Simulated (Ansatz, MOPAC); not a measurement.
Potential energy surface of O2Si, singlet: symmetric bend, bond length relaxed. Scanned: O-Si-O angle. Other coordinates (Si-O bond length) were minimised at PBE0/def2-TZVP.

- CCSDT(Q)/cc-pVDZ = Ansatz (a first-principles code) with CCSDT(Q) on RHF/cc-pVDZ, frozen core
- PM6, restricted, heats of formation (MOPAC)
- CCSDT/cc-pVDZ = CCSDT on RHF/cc-pVDZ, frozen core run with Ansatz

Energies in mEh, each method relative to its own lowest point.

```json
[
 {"a / °": "180", "CCSDT(Q)/cc-pVDZ": "0.0", "PM6": "?", "CCSDT/cc-pVDZ": "0.0"},
 {"a / °": "167", "CCSDT(Q)/cc-pVDZ": "2.3", "PM6": "?", "CCSDT/cc-pVDZ": "2.4"},
 {"a / °": "157", "CCSDT(Q)/cc-pVDZ": "7.3", "PM6": "4.9", "CCSDT/cc-pVDZ": "7.5"},
 {"a / °": "147", "CCSDT(Q)/cc-pVDZ": "15.1", "PM6": "?", "CCSDT/cc-pVDZ": "15.5"},
 {"a / °": "137", "CCSDT(Q)/cc-pVDZ": "25.9", "PM6": "0.0", "CCSDT/cc-pVDZ": "26.5"},
 {"a / °": "127", "CCSDT(Q)/cc-pVDZ": "39.9", "PM6": "1.3", "CCSDT/cc-pVDZ": "40.9"},
 {"a / °": "117", "CCSDT(Q)/cc-pVDZ": "57.6", "PM6": "?", "CCSDT/cc-pVDZ": "59.0"},
 {"a / °": "107", "CCSDT(Q)/cc-pVDZ": "79.3", "PM6": "?", "CCSDT/cc-pVDZ": "81.5"},
 {"a / °": "97", "CCSDT(Q)/cc-pVDZ": "104.6", "PM6": "—", "CCSDT/cc-pVDZ": "108.3"}
]
```

Problem. Fill in the missing entries.

Solution. 
- 180, PM6: 9.5
- 167, PM6: 7.9
- 147, PM6: 1.8
- 117, PM6: 7.6
- 107, PM6: 21.0

Dashes: no converged value, or the column stops at the first point that the program doubted or that broke a chosen test of continuity, which isn't proof of a fault.

The T1 diagnostic of CCSDT/cc-pVDZ reaches 0.05.
